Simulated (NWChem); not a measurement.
## H2Te (hydrogen telluride): the vertical ionisation energy from total energies

H2Te: 3 atoms, total charge 0, spin state singlet. SMILES: `[TeH2]`. The shape is that of a PBE0-D4/def2-TZVP optimisation.

```xyz
3

Te    0.5790   -0.4640    0.2590
H     0.2517    1.1592    0.2661
H    -0.8416   -0.7601   -0.5383
```

Both states at this one shape; open shells run unrestricted unless said. 1 Eh = 27.2114 eV.

| level | program | singlet H2Te (Eh) | doublet H2Te+ (Eh) |
| --- | --- | --- | --- |
| PBE/DGauss-DZVP | NWChem | -6614.217986 | -6613.887199 |
| PBE/jorge-DZP | NWChem | -6609.247650 | -6608.916628 |
| PBE/jorge-TZP | NWChem | -6609.461505 | -6609.122283 |

Work out the vertical ionisation energy at each level.


1. PBE/DGauss-DZVP: -6613.887199 − (-6614.217986) = 0.330787 Eh = 9.00 eV.
2. PBE/jorge-DZP: -6608.916628 − (-6609.247650) = 0.331022 Eh = 9.01 eV.
3. PBE/jorge-TZP: -6609.122283 − (-6609.461505) = 0.339222 Eh = 9.23 eV.

No measured value is set beside it here; the levels span 9.00 to 9.23 eV. Spin-orbit coupling, which splits open shells on such heavy atoms by tenths of an eV, is left out. All-electron rows are non-relativistic unless named.
